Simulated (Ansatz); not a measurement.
Reaction (SMILES): F[C]Cl (closed-shell singlet) → C atom + Cl atom + F atom
B3LYP-D3(BJ)/def2-TZVP geometries, fixed; electronic energies without zero-point terms.
Largest species:
```
C
F 1 1.2975
Cl 1 1.7557 2 106.70
```

Basis-set convergence of the atomisation energy at B2PLYP with Ansatz (an electronic-structure program). Cartesian d functions, on some or all atoms, in 6-311G**, 6-311+G**; all else is spherical. Cores are frozen. A restricted B2PLYP determinant is unstable towards unrestricted orbitals. Open shells are unrestricted. No added dispersion term, no relativity. Functions are those of the species that has most. Reference: the value in aug-cc-pV(5+d)Z, 213.12 kcal/mol, itself unsure by roughly 0.28 kcal/mol (its mean distance from pcseg-4, aug-pcseg-3, aug-cc-pV(Q+d)Z). Deviations are taken from unrounded values.

```tsv
basis	functions	atomisation energy (kcal/mol)
def2-SVP	46	207.90
def2-SVPD	70	206.91
pcseg-1	46	199.97
aug-pcseg-1	73	204.67
cc-pV(D+d)Z	51	202.60
aug-cc-pV(D+d)Z	78	204.05
6-311G**	63	201.69
6-311+G**	75	202.08
pcseg-2	94	210.27
aug-pcseg-2	142	211.37
cc-pV(T+d)Z	99	210.50
aug-cc-pV(T+d)Z	147	210.99
def2-TZVP	99	210.50
def2-TZVPD	123	210.55
def2-TZVPP	104	210.54
def2-TZVPPD	128	210.58
cc-pV(Q+d)Z	174	212.30
aug-cc-pV(Q+d)Z	249	212.66
def2-QZVPP	184	212.02
def2-QZVPPD	208	212.18
pcseg-3	184	212.52
aug-pcseg-3	259	212.79
cc-pV(5+d)Z	282	212.87
aug-cc-pV(5+d)Z	390	213.12
```

What the diffuse functions change, pair by pair:
- def2-SVP to def2-SVPD: 24 more functions, deviation -5.22 to -6.21 kcal/mol
- pcseg-1 to aug-pcseg-1: 27 more functions, deviation -13.15 to -8.45 kcal/mol
- cc-pV(D+d)Z to aug-cc-pV(D+d)Z: 27 more functions, deviation -10.52 to -9.07 kcal/mol
- 6-311G** to 6-311+G**: 12 more functions, deviation -11.43 to -11.04 kcal/mol
- pcseg-2 to aug-pcseg-2: 48 more functions, deviation -2.85 to -1.75 kcal/mol
- cc-pV(T+d)Z to aug-cc-pV(T+d)Z: 48 more functions, deviation -2.62 to -2.13 kcal/mol
- def2-TZVP to def2-TZVPD: 24 more functions, deviation -2.62 to -2.57 kcal/mol
- def2-TZVPP to def2-TZVPPD: 24 more functions, deviation -2.58 to -2.54 kcal/mol
- cc-pV(Q+d)Z to aug-cc-pV(Q+d)Z: 75 more functions, deviation -0.82 to -0.46 kcal/mol
- def2-QZVPP to def2-QZVPPD: 24 more functions, deviation -1.10 to -0.94 kcal/mol
- pcseg-3 to aug-pcseg-3: 75 more functions, deviation -0.60 to -0.33 kcal/mol
- cc-pV(5+d)Z to aug-cc-pV(5+d)Z: 108 more functions, deviation -0.25 to 0.00 kcal/mol

Leaving out the reference's own pair, they bring the value nearer the reference by more than 0.28 kcal/mol in 6 of 11 pairs.
